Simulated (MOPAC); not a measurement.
A run for MOPAC: AM1 on B2+, 2S+1 = 2, a spin state set in the input, which need not be the lowest, a point of a bond scan (R = 1.627 Å). Charge +1.

```
AM1 1SCF PRECISE CHARGE=1 UHF MS=0.5 THREADS=1
B2

B      0.00000000 1     0.00000000 1     0.00000000 1
B      0.00000000 1     0.00000000 1     1.62749200 1
```

It printed:

```
*******************************************************************************
 **                                                                           **
 **                              MOPAC v23.2.5                                **
 **                                                                           **
 *******************************************************************************
 ** MOPAC's Digital Object Identifier: https://doi.org/10.5281/zenodo.6511958 **
 **                                                                           **
 ** Please cite the open-source release paper for use of this MOPAC version:  **
 ** J. E. Moussa and J. J. P. Stewart (2026)                                  **
 ** MOPAC: An open-source semiempirical molecular orbital program             **
 ** J. Open Source Softw., 11(119), 8025, https://doi.org/10.21105/joss.08025 **
 *******************************************************************************

                              AM1 CALCULATION RESULTS

 *******************************************************************************
 *  AM1        - The AM1 Hamiltonian to be used
 *  UHF        - UNRESTRICTED HARTREE-FOCK CALCULATION
 *
 *
 *
 *                 CHARGE ON SYSTEM = +1
 *
 *
 *
 *  MS=        - IN MECI, MAGNETIC COMPONENT OF SPIN =  0.5
 *  PRECISE    - TIGHTER CRITERIA TO BE USED
 *  1SCF       - DO 1 SCF AND THEN STOP
 *  THREADS=1  - MULTI-THREADING NOT USED
 *  T=         - A TIME OF 172800.0 SECONDS REQUESTED
 *  DUMP=N     - RESTART FILE WRITTEN EVERY 7200.0 SECONDS REQUESTED
 *******************************************************************************
AM1 1SCF PRECISE CHARGE=1 UHF MS=0.5 THREADS=1
 B2

   ATOM   CHEMICAL          X               Y               Z
  NUMBER   SYMBOL      (ANGSTROMS)     (ANGSTROMS)     (ANGSTROMS)

     1       B          0.00000000  *   0.00000000  *   0.00000000  *
     2       B          0.00000000  *   0.00000000  *   1.62749200  *



          CARTESIAN COORDINATES

    NO.       ATOM           X           Y           Z

     1         B          0.0000      0.0000      0.0000
     2         B          0.0000      0.0000      1.6275

  B: (AM1): M.J.S. DEWAR ET AL, ORGANOMETALLICS, 7, 513-521 (1988)

           Empirical Formula: B2  =     2 atoms



      MOLECULAR POINT GROUP   :   D*h


          UHF CALCULATION, NO. OF ALPHA ELECTRONS =    3
                           NO. OF BETA  ELECTRONS =    2

 -------------------------------------------------------------------------------
 AM1 1SCF PRECISE CHARGE=1 UHF MS=0.5 THREADS=1
 B2



     1SCF WAS SPECIFIED, SO BFGS WAS NOT USED
     SCF FIELD WAS ACHIEVED


                              AM1 CALCULATION
                                                       MOPAC v23.2.5 Linux




          FINAL HEAT OF FORMATION =        346.58791 KCAL/MOL =    1450.12381 KJ/MOL


          COSMO AREA              =         73.40 SQUARE ANGSTROMS
          COSMO VOLUME            =         56.55 CUBIC ANGSTROMS

          IONIZATION POTENTIAL    =         13.889463 EV
          ALPHA SOMO LUMO (EV)    =        -13.889 -6.365
          BETA  SOMO LUMO (EV)    =        -19.206 -6.043
          NO. OF ALPHA ELECTRONS  =          3
          NO. OF BETA  ELECTRONS  =          2
          MOLECULAR WEIGHT        =         21.6200         POINT GROUP:  D*h

          MOLECULAR DIMENSIONS (Angstroms)

            Atom       Atom       Distance
            B     2    B     1     1.62749
            B     2    B     1     0.00000
            B     1    B     2     0.00000


          SCF CALCULATIONS        =          1





   ATOM   CHEMICAL          X               Y               Z
  NUMBER   SYMBOL      (ANGSTROMS)     (ANGSTROMS)     (ANGSTROMS)

     1       B          0.00000000  *   0.00000000  *   0.00000000  *
     2       B          0.00000000  *   0.00000000  *   1.62749200  *

                             CARTESIAN COORDINATES

   1    B        0.000000000     0.000000000     0.000000000
   2    B        0.000000000     0.000000000     1.627492000


           Empirical Formula: B2  =     2 atoms



      MOLECULAR POINT GROUP   :   D*h


          ALPHA EIGENVALUES
 -28.22132 -20.87486 -13.88946  -6.36451  -6.36451  -3.78277  -3.78277  -2.10227


           BETA EIGENVALUES
 -27.48456 -19.20554  -6.04287  -6.04287  -5.95712  -3.55302  -3.55302  -1.70282


              NET ATOMIC CHARGES AND DIPOLE CONTRIBUTIONS

  ATOM NO.   TYPE          CHARGE      No. of ELECS.   s-Pop       p-Pop
    1          B           0.500000        2.5000     1.90030     0.59970
    2          B           0.500000        2.5000     1.90030     0.59970
 DIPOLE           X         Y         Z       TOTAL
 POINT-CHG.     0.000     0.000     0.000     0.000
 HYBRID         0.000     0.000    -0.000     0.000
 SUM            0.000     0.000     0.000     0.000


          ATOMIC ORBITAL ELECTRON POPULATIONS

     Atom    s        px        py        pz
    1  B   1.90030   0.00000   0.00000   0.59970
    2  B   1.90030   0.00000   0.00000   0.59970


                    (SZ)    =    0.500000
                    (S**2)  =    0.765564


          ATOMIC ORBITAL SPIN POPULATIONS

    Atom   Total    s     px     py     pz
         Atomic
    1  B  0.5000  0.020  0.000  0.000  0.480
    2  B  0.5000  0.020  0.000  0.000  0.480

 **********************
 *                    *
 * JOB ENDED NORMALLY *
 *                    *
 **********************




 == MOPAC DONE ==
```

The run finished.

Cost: very roughly 0.03 core-seconds.
